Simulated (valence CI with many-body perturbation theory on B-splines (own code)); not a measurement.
Pm XXVIII: key properties

Level of theory: valence CI with perturbative core correlation (CI+MBPT): six valence electrons over a frozen Dirac-Fock core [Ar] 3d10, a basis of 9 s, 9 p, 8 d, 6 f, 3 g, 1 h functions for each j, with the one-electron correlation potential Σ1 (screened to all orders), the two-electron term Σ2, the three-electron term Σ3, Breit, model QED; selected single and double excitations, second order for the rest, scaled by the run's own slope (own B-spline code, finite nucleus).

No measured spectrum was set against this ion. As an estimate, large intervals hold to a few tenths of a per cent, small ones and those within an open d or f shell to about a per cent. Among the levels kept, up to 670 cm⁻¹ of a level comes from second order outside the variational space, and about a tenth of that is noise between levels of different J, which matters for small intervals.

Levels are named by their leading jj configuration (3d3/2^4 stands for four electrons in 3d with j = 3/2), which in mixed levels can hold well under half, so a name can repeat and another be missing.

Rates and lifetimes use the calculated energies. Strong lines usually hold to 10 to 20 %, long lifetimes can be off by a factor of two.

Question: What is the ground level?

Answer: (4s^2 4p1/2^2 4p3/2^2) J=2, composition 72 % 4s2 4p4 3P + 27 % 4s2 4p4 1D, g = 1.363.

Question: What are the static dipole polarisabilities of the lowest levels?

Answer: (4s^2 4p1/2^2 4p3/2^2) J=2 0.115 (tensor 0.0016); (4s^2 4p1/2^2 4p3/2^2) J=0 0.114; (4s^2 4p1/2 4p3/2^3) J=1 0.122 (tensor -0.0036); (4s^2 4p1/2 4p3/2^3) J=2 0.122 (tensor -0.0085) bohr³, of which the core gives 0.00585.

Question: How well does LS coupling describe the low levels?

Answer: Among the lowest 20 levels the leading LS term, summed over configurations, holds 55 % on average. For single configurations the figures are 50 % in LS and 81 % in jj coupling. Terms mix most in the J = 3 level at 123.94 eV, where the leading one holds 22 %.

Question: Where does the other parity begin?

Answer: At (4s 4p1/2^2 4p3/2^3) J=2, 97.03 eV.

Question: Name the longest-lived excited levels whose lifetime is computed, and their main decay.

Answer: (4s^2 4p1/2^2 4p3/2^2) J=0 at 6.29 eV lives 329 ms, mostly by E2 to (4s^2 4p1/2^2 4p3/2^2) J=2; (4s^2 4p1/2^2 4p3/2 4d5/2) J=4 at 115.22 eV lives 331 μs, mostly by M2 to (4s^2 4p1/2^2 4p3/2^2) J=2; (4s^2 4p1/2 4p3/2^2 4d5/2) J=4 at 146.97 eV lives 21.3 μs, mostly by M1 to (4s^2 4p1/2^2 4p3/2 4d5/2) J=4.
